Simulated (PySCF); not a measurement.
Stretching AlBi

Set-up: Al def2-SVP, Bi def2-SVP with ECP60; scalar-relativistic core potentials (PySCF 2.14). Energies in eV from Al + Bi in their ground configurations at the same level. State: ³Σ⁻ (triplet), unpaired electrons π ↑↑.

```tsv
R (Å)	UHF-SCS-MP2
2.438	-0.594
2.551	-0.943
2.665	-1.137
2.750	-1.209
2.835	-1.232
2.920	-1.219
3.034	-1.154
3.175	-1.012
3.345	-0.789
3.572	-0.532
```

Task: Put a parabola through the three lowest points of the UHF-SCS-MP2 curve and estimate Re, k and ωe (reduced mass 23.9 u; 1 eV/Å² = 0.16022 mdyn/Å; ωe = 1302.8·√(k/μ) cm⁻¹).

Result: Through R = 2.75, 2.835, 2.92 Å the second-order coefficient is 2.49 eV/Å², so Re ≈ 2.847 Å, k ≈ 0.798 mdyn/Å and ωe ≈ 238 cm⁻¹. A polynomial fit of higher order to the unrounded UHF-SCS-MP2 energies gives Re = 2.843 Å, k = 0.805 mdyn/Å, ωe = 239 cm⁻¹; anharmonicity and rounding make the difference.

The higher-order fit for each curve: UHF-SCS-MP2: Re = 2.843 Å, ωe = 239 cm⁻¹, De = 1.23 eV.

Correlated steps freeze 9 core orbitals. Correlated levels converge slowly with the basis: in double zeta they bind strong bonds too weakly, by up to about 1 eV, and carry superposition errors of some tenths. Spin–orbit coupling is left out, which matters for elements this heavy, above all for dissociation energies. The state is the lowest determinant that a PBE0 search found; another state may lie lower at other levels.
